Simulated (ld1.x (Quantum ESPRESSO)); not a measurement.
titanium (Ti): one change to a PAW potential, before and after

ld1.x (Quantum ESPRESSO) 7.5 input, shortened:

```
&input
   title='Ti', zed=22., rel=1, dft='PBE', iswitch=3,
   config='[Ar] 3d2.5 4s1.5 4p0'
 /
 &inputp
   pseudotype=3, lpaw=.true., tm=.true., lloc=-1, rcloc=3.60,
   nlcc=.true., new_core_ps=.true., rcore=1.30,
   which_augfun='PSQ', rmatch_augfun_nc=.true.
 /
6
4S  1  0   1.50   0.00  2.25  3.05  0.0
4S  1  0   0.00   1.90  2.25  3.05  0.0
4P  2  1   0.00   0.00  2.75  3.65  0.0
4P  2  1   0.00   2.20  2.75  3.65  0.0
3D  3  2   2.50   0.00  1.65  1.85  0.0
3D  3  2   0.00   1.55  1.65  1.85  0.0
 &test
   configts(1)='3d2.5 4s1.5 4p0'
 /
```

All-electron outer shells of the reference configuration (PBE, scalar-relativistic, ld1.x):

| shell | level (eV) | outermost node (bohr) | outermost maximum (bohr) |
| --- | --- | --- | --- |
| 3s | -60.74 | 0.40 | 0.87 |
| 3p | -37.05 | 0.37 | 0.90 |
| 4s | -4.04 | 1.25 | 2.99 |
| 3d | -2.89 | – | 1.00 |
| 4p | -1.26 | 1.40 | 3.99 |

Change: waves 4p (bound): rcut 2.16, rcutus 2.30 bohr; 4p channel at 2.2 Ry: rcut 2.16, rcutus 2.30 bohr.

Cutoffs: the cutoffs (Ry, on a coarse ladder) from which the occupation-weighted sum of valence levels, in a spherical-Bessel basis at the reference potential, stays within 10 and 1 mRy of its value at 400 Ry; they do not see the model core or the augmentation charge, which bear on the density cutoff. Errors are all-electron minus pseudo energies relative to the spin-unpolarised reference configuration.

**Question.** How do hardness, ghosts and transferability respond?

**Answer.** The potential gets neither clearly harder nor softer (30 Ry and 40 Ry → 30 Ry and 40 Ry); a bound ghost appears in p, which as a rule spoils a file; the number of tests that count goes from 7 to 6; the errors of the 6 common tests hardly move.

| quantity | base | changed |
| --- | --- | --- |
| cutoff, loose | 30 Ry | 30 Ry |
| cutoff, tight | 40 Ry | 40 Ry |
| bound ghosts | none | p |
| tests counted (converged, no solver errors) | 7 of 7 | 6 of 7 |
| error for 3d2 4s2 4p0, meV [ΔE -0.35 eV] | -28 | -28 |
| error for 3d2 4s1 4p0, meV [ΔE 6.99 eV] | -31 | -31 |
| error for 3d2 4s0 4p0, meV [ΔE 20.57 eV] | -67 | -67 |
| error for 3d1 4s0 4p0, meV [ΔE 47.51 eV] | -1039 | -1039 |
| error for 3d1 4s2 4p0, meV [ΔE 9.39 eV] | -477 | -477 |
| error for 3d2 4s1.5 4p0, meV [ΔE 2.58 eV] | -27 | -27 |
| lowest overlap eigenvalue by channel | s 0.71, p 0.83, d 0.64 | s 0.71, p 0.02, d 0.64 |

Changed file: Tests not counted: 3d1 4s2 4p1 (solver errors, printed error -3.0 eV). A true bound ghost makes a file unfit for plane-wave use even where its test errors are small: the radial tests pick states by their node count and pass the ghost by. Where a test does run into it, the solver fails or the error is huge.
